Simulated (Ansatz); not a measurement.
Reaction (cleavage of the Si–B bond): `NB[SiH2][SiH3]` + `NCF` → `FCN[SiH2][SiH3]` + `BN`

Program: Ansatz. Geometries: PBE0-D4/def2-TZVP. ΔE: electronic, gas phase. CCSD(T)/CBS is the MP2 limit (def2-TZVPP, def2-QZVPP) plus CCSD(T) − MP2 in def2-TZVPP, frozen cores. This one scheme is used for every species. Functionals use def2-TZVPP. One conformer a species, not always the lowest.

```json
{"species": "`NB[SiH2][SiH3]`", "r2SCAN energy (Eh)": "-663.36762"}
{"species": "`NCF`", "r2SCAN energy (Eh)": "-195.09304"}
{"species": "`FCN[SiH2][SiH3]`", "r2SCAN energy (Eh)": "-776.45882"}
{"species": "`BN`", "r2SCAN energy (Eh)": "-82.01713"}
```

Question: Work out ΔE.

Answer: ΔE = (-776.45882) + (-82.01713) − (-663.36762) − (-195.09304) = -0.01529 Eh = -0.42 eV. CCSD(T)/CBS gives -0.48 eV.

Largest T1 diagnostic among the species: 0.014.

From PBE to PBE0 (25 % exact exchange), in def2-TZVPP and without D4, ΔE moves by −0.05 eV. The D4 term adds −0.04 eV with B3LYP and −0.02 eV with PBE0; it sums over pairs of atoms, weighted by their polarisabilities, and B3LYP, whose exchange is more repulsive, gets the larger term.

B3LYP here is the variant with VWN-RPA as its local correlation; programs differ in this.
